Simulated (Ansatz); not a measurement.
Program: Ansatz. Geometries: PBE0-D4/def2-TZVP. ΔE: electronic, gas phase. CCSD(T)/CBS adds triple-zeta CCSD(T) − MP2 to the extrapolated MP2 energy (def2 sets, frozen cores). This one scheme is used for every species. DFT in def2-TZVPP. B3LYP here is the variant with VWN-RPA as its local correlation; programs differ in this. HSE06 is defined as in plane-wave codes. def2 core potentials past Kr. For Te outer-core shells are correlated without core-valence functions, which leaves a few kJ/mol of doubt a bond. One conformer a species, not always the lowest.

`C[BH][AlH][OH]` + H₂Te → `CB[TeH]` + `[OH][AlH2]`  (cleavage of the B–Al bond)

```tsv
level	ΔE (kJ/mol)	difference from CCSD(T)/CBS
LDA (SPW92)	-114.0	2.0
revPBE-D4	-111.8	4.2
PBE0-D4	-109.8	6.2
B3LYP-D4	-109.8	6.2
r2SCANh-D4	-114.8	1.2
CAM-B3LYP-D4	-106.6	9.4
ωB97X-V	-106.0	10.0
ωB97M-V	-109.5	6.5
B2PLYP	-113.4	2.6
PBE-QIDH	-115.7	0.3
PBE	-108.9	7.1
BLYP	-106.0	10.0
B3LYP	-106.2	9.8
HSE06	-108.5	7.5
RPA@PBE/def2-TZVPP	-111.0	5.0
MP2/CBS(def2)	-128.9	-12.9
CCSD(T)/CBS	-116.0	0
```

Largest T1 diagnostic among the species: 0.013.

At CCSD(T), def2-SVP lies +6.8 kJ/mol from the extrapolated value and def2-TZVPP +2.9 kJ/mol. In def2-TZVPP, CCSD(T) changes the Hartree–Fock value by −10.5 kJ/mol (the triples alone add −4.1 kJ/mol) and MP2 by −23.3 kJ/mol.
